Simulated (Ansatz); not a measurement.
Stepwise reaction of `[SeH][SiH2][SeH]` with hydrogen chloride, as a gas-phase model of exchange steps in deposition or etching. ΔE in kJ/mol; ΔG adds harmonic PBE0-D4 terms to CCSD(T)/CBS, at 1 bar.

Computed with Ansatz on PBE0-D4/def2-TZVP structures; ΔE is electronic, products minus reactants. CCSD(T)/CBS is the MP2 limit (def2-TZVPP, def2-QZVPP) plus CCSD(T) − MP2 in def2-TZVPP, frozen cores. This one scheme is used for every species. DFT in def2-TZVPP. B3LYP here is the variant with VWN-RPA as its local correlation; programs differ in this. For Se outer-core shells are correlated without core-valence functions, which leaves a few kJ/mol of doubt a bond. Scalar relativity is left out up to krypton. Each species was taken in one conformer, which may not be the lowest.

```json
{"step": "1", "reaction": "`[SeH][SiH2][SeH]` + HCl → `Cl[SiH2][SeH]` + H₂Se", "PBE-D4": "-20.5", "B3LYP-D4": "-27.1", "ωB97M-V": "-29.3", "CCSD(T)/CBS": "-24.4", "ΔG(600 K)": "-37.6"}
```

Question: Give the row of step 2, `Cl[SiH2][SeH]` + HCl → `Cl[SiH2]Cl` + H₂Se. (Estimate.)

Answer: Computed: 
```tsv
step	reaction	PBE-D4	B3LYP-D4	ωB97M-V	CCSD(T)/CBS	ΔG(600 K)
2	`Cl[SiH2][SeH]` + HCl → `Cl[SiH2]Cl` + H₂Se	-34.6	-39.6	-41.5	-36.5	-32.1
```

Question: By hand: ΔE of the 2 steps together at CCSD(T)/CBS.

Answer: (-24.4) + (-36.5) = -60.9 kJ/mol, or -30.4 kJ/mol a step.

In ΔE each step is lower than the one before. All are downhill at CCSD(T)/CBS. ΔG lies between -37.6 and -32.1 kJ/mol a step. PBE-D4 differs from CCSD(T)/CBS by 1.9 to 3.9 kJ/mol a step. Isolated molecules leave out the surface, adducts and barriers. Largest T1 diagnostic: 0.009.
